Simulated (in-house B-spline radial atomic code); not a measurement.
Mg²⁺. Computed with a B-spline radial atomic code. Model: all-electron spherical atom, spin shells full or empty, radial basis limit, no spin-orbit coupling: exact exchange with a local potential (Slater, KLI or optimised effective potential, whose far tail is KLI's), no correlation.

Exchange potential has not reached -1/r at the last radius.

The run also made RPA and GW results, which its time includes.

The Slater potential averages the orbital exchange potentials with the orbital densities as weights, KLI adds orbital constants, and the optimised effective potential minimises the exact-exchange energy among local potentials. So their energies lie above Hartree-Fock in the order OEP, KLI, Slater. All fall off as −1/r, unlike LDA and GGA exchange.

Command:
```bash
python run_gw.py task.json out
```
Settings (lengths in bohr, energies in hartree):
```
Z                      12
electrons              10
configuration          [He] 2s2 2p6
hamiltonian            nr
method                 slater
lmax                   9
spin_polarised         False
box_radius             17.55
intervals              67
```

Time taken, with all properties: 1.8 s on 1 thread of Arm Neoverse N1, with other jobs on the host.

Given: hamiltonian non-relativistic; mean-field start Slater potential.

Computed: energy above Hartree-Fock 43.938 millihartree; virial ratio -E/T less 1 -0.019777.

```
radius (bohr)  r times exchange potential (hartree bohr)
      0.00417                                  -0.049689
      0.00497                                  -0.059183
      0.00593                                  -0.070548
      0.00708                                  -0.084121
      0.00845                                   -0.10022
       0.0101                                    -0.1195
        0.012                                   -0.14151
       0.0144                                   -0.16898
       0.0171                                   -0.19941
       0.0204                                   -0.23583
       0.0244                                   -0.27873
       0.0291                                   -0.32723
       0.0348                                   -0.38312
       0.0415                                   -0.44451
       0.0495                                   -0.51162
       0.0591                                   -0.58339
       0.0705                                   -0.65669
       0.0841                                   -0.72845
          0.1                                   -0.79286
         0.12                                   -0.84765
        0.143                                   -0.87912
        0.171                                   -0.87964
        0.204                                   -0.84783
        0.243                                   -0.81427
         0.29                                     -0.831
        0.346                                   -0.91387
        0.413                                          ?
        0.493                                    -1.1659
        0.588                                    -1.2773
        0.701                                    -1.3543
        0.837                                    -1.3893
        0.999                                    -1.3831
         1.19                                    -1.3465
         1.42                                    -1.2925
          1.7                                    -1.2329
         2.03                                          ?
         2.42                                    -1.1313
```

(1) What belongs in the row 0.413?

(2) What belongs in the row 2.03?

```
occupied  level (hartree)  Hartree-Fock level (hartree)
      1s          -48.967                       -49.769
      2s          -4.3091                       -4.4829
      2p          -3.1111                       -3.0062
```

| empty | level (hartree) |
| --- | --- |
| 3s | -1.0563 |
| 3p | -0.82923 |
| 3d | -0.5608 |
| 4s | ? |
| 4p | -0.39767 |

(3) What belongs in the row 4s?

Answers

(1) r times exchange potential (hartree bohr): -1.0364.

(2) r times exchange potential (hartree bohr): -1.178.

(3) level (hartree): -0.47163.

The highest level, 2p, differs from Hartree-Fock by -2.9 eV and the deepest, 1s, by +21.8 eV: the Slater potential lacks the response part and is deeper than the optimised one throughout, so the top level comes too deep.
